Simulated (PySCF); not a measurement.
Identify the unknown among the candidates.

All candidates are C6H10O.

| technique | computed result |
| --- | --- |
| Rotational structure | rotational constants A, B, C: 5.775, 1.981, 1.636 GHz [PBE0-D3(BJ)/def2-SVP] |
| Dipole | 1.14 D [CAM-B3LYP/def2-SVPD] |
| UV, first state | lowest singlet excitation: 5.92 eV (209 nm, f = 0.013) [TDDFT CAM-B3LYP/def2-SVPD] |
| UV, strongest line | among the 6 lowest singlet transitions: S2 at 6.28 eV (197 nm, f = 0.136) [TDDFT CAM-B3LYP/def2-SVPD] |
| Polarisability | 73.0 au [CAM-B3LYP/def2-SVPD] |

Gas-phase values; electronic properties from PySCF, density fitting. Levels stand in brackets. One conformer (not necessarily the lowest) at the PBE0-D3(BJ)/def2-SVP geometry, without solvent, vibrations or thermal averaging.

Problem. Which candidate is it?
A. `C=C=C[C@H](C)OC`
B. `CC(=O)C=C(C)C`
C. `CC[C@H]1CC=CO1`

Solution. C. It is `CC[C@H]1CC=CO1`. Numbering: `[CH3:1][CH2:2][C@H:3]1[CH2:4][CH:5]=[CH:6][O:7]1`. Its formula, C6H10O, gives 2 degrees of unsaturation: 1 ring and 1 π bond in the structure found. The optimised geometry has point group C1 and is an asymmetric top.

The others, at the same levels:
- `C=C=C[C@H](C)OC` fails: its computed strongest line among the 6 lowest singlet transitions is S4 at 7.25 eV (171 nm, f = 0.069) (against S2 at 6.28 eV), static isotropic polarisability is 82.4 au (against 73.0 au) and rotational constant A is 3.785 GHz (against 5.775 GHz).
- `CC(=O)C=C(C)C` fails: its computed lowest singlet excitation is 3.88 eV (320 nm, f = 0.000) (against 5.92 eV), static isotropic polarisability is 80.1 au (against 73.0 au) and rotational constant A is 5.026 GHz (against 5.775 GHz).

Each candidate is one conformer, not necessarily the lowest. The conformers computed, where there is a choice (atom-mapped SMILES and torsion angles):
- `[CH3:1][CH2:2][C@H:3]1[CH2:4][CH:5]=[CH:6][O:7]1`: C1–C2–C3–C4 -178°
- `[CH2:1]=[C:2]=[CH:3][C@H:4]([CH3:5])[O:6][CH3:7]`: C2–C3–C4–C5 -117°, C3–C4–O6–C7 -69°
- `[CH3:1][C:2](=[O:3])[CH:4]=[C:5]([CH3:6])[CH3:7]`: C1–C2–C4–C5 179°
